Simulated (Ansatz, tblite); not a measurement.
Forces on the cluster Hf2Si2 at its PBE-D4/def2-SVP geometry. The state is a singlet with charge 0.

In the def2 sets Hf takes a core potential; there is no spin–orbit coupling. The xTB rows come from tblite. The restricted singlet is unstable towards broken spin symmetry at other levels; at PBE-D4/def2-TZVP this wasn't settled. Another isomer (singlet) lies 0.77 eV lower at PBE0-D4/def2-TZVP; other spin states weren't run for this one.

GFN2-xTB (tblite), largest force 2.44 eV/Å:

```xyz
4
positions Å, forces eV/Å
Hf    0.134    0.730   -1.271    0.197    1.155   -2.137
Hf   -0.305   -1.224    0.759   -0.511   -2.060    1.198
Si    1.950   -0.285    0.147    1.043    0.196    0.421
Si   -1.779    0.778    0.365   -0.730    0.709    0.518
```

PBE-D4/def2-TZVP (Ansatz), largest force 0.24 eV/Å:

```
Hf -0.023 -0.102 0.212
Hf 0.057 0.202 -0.108
Si -0.085 -0.034 -0.045
Si 0.050 -0.066 -0.059
```
